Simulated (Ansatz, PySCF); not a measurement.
Molecule: sum formula Si₂H₅F, net charge 0, singlet state. SMILES: F[SiH2][SiH3]
Geometry: optimised at B3LYP-D3(BJ)/def2-TZVP (Ansatz, a program for electronic structure).

PBE beside other levels, property by property. Correlated levels leave the core frozen unless marked. Open shells are spin-unrestricted. Spin-orbit coupling is left out. Non-relativistic. CBS(X,Y): correlation extrapolated as X^-3; Hartree-Fock from the larger set (for Q and 5 zeta extrapolated as (X+1)exp(-9√X)). The bracket is a focal-point correction in the basis named. Rows marked 298 K are enthalpies with B3LYP-D3(BJ) harmonic zero-point and thermal terms from PySCF. Atomisation energies are electronic, to ground-state atoms; the column to compare with has the core term from cc-pwCVTZ added, other frozen-core levels have none. Vertical energies are electronic, to the SCF solution reached for that spin. Anions need diffuse functions, of which def2-TZVPD holds fewer than the aug- sets. The coupled-cluster column (Ansatz) is a level with limits of its own: (a) RI-MP2/CBS(aug-cc-pV(T+d)Z,aug-cc-pV(Q+d)Z)+[CCSD(T)-MP2]/aug-cc-pV(T+d)Z; (b) RI-MP2/CBS(cc-pV(T+d)Z,cc-pV(Q+d)Z)+[CCSD(T)-MP2]/cc-pV(T+d)Z; (c) CCSD(T)/CBS(aug-cc-pV(T+d)Z,aug-cc-pV(Q+d)Z); (d) CCSD(T)/CBS(cc-pV(Q+d)Z,cc-pV(5+d)Z).

```csv
property,SVWN5/def2-TZVPD (Ansatz),PBE0/def2-TZVPD (Ansatz),B2PLYP-D3(BJ)/def2-TZVPD (Ansatz + dftd3),coupled cluster
"deprotonation enthalpy (H-Si bond), 298 K, to F[SiH2][SiH2-] + H+ (kcal/mol)",340.4,353.5,355.6,355.4 (c)
"F-Si bond dissociation enthalpy, 298 K, to [SiH2][SiH3] + F atom (kcal/mol)",164.6,139.4,144.3,147.6 (b)
atomisation energy (kcal/mol),648.7,575.7,582.3,591.9 (d)
vertical triplet-singlet gap (eV),5.25,5.46,5.73,5.85 (a)
"H-Si bond dissociation enthalpy, 298 K, to F[SiH2][SiH2] + H atom (kcal/mol)",92.4,83.8,86.7,88.7 (c)
"H-Si bond dissociation enthalpy, 298 K, to F[SiH][SiH3] + H atom (kcal/mol)",93.2,85.5,88.4,91.3 (c)
vertical ionisation energy to the doublet (eV),10.43,10.55,10.61,10.86 (a)
```

**Question.** What does PBE/def2-TZVPD (Ansatz) give for each property, and on which side of coupled cluster does it fall?

**Answer.** 
- deprotonation enthalpy (H-Si bond), 298 K, to F[SiH2][SiH2-] + H+: PBE lies 6.1 kcal/mol below coupled cluster; PBE gives 349.3 kcal/mol.
- F-Si bond dissociation enthalpy, 298 K, to [SiH2][SiH3] + F atom: PBE lies 3.9 kcal/mol below coupled cluster; PBE gives 143.7 kcal/mol.
- atomisation energy: PBE lies 13.7 kcal/mol below coupled cluster; PBE gives 578.2 kcal/mol.
- vertical triplet-singlet gap: PBE lies 0.65 eV below coupled cluster; PBE gives 5.20 eV.
- H-Si bond dissociation enthalpy, 298 K, to F[SiH2][SiH2] + H atom: PBE lies 5.7 kcal/mol below coupled cluster; PBE gives 83.0 kcal/mol.
- H-Si bond dissociation enthalpy, 298 K, to F[SiH][SiH3] + H atom: PBE lies 7.4 kcal/mol below coupled cluster; PBE gives 83.9 kcal/mol.
- vertical ionisation energy to the doublet: PBE lies 0.55 eV below coupled cluster; PBE gives 10.31 eV.
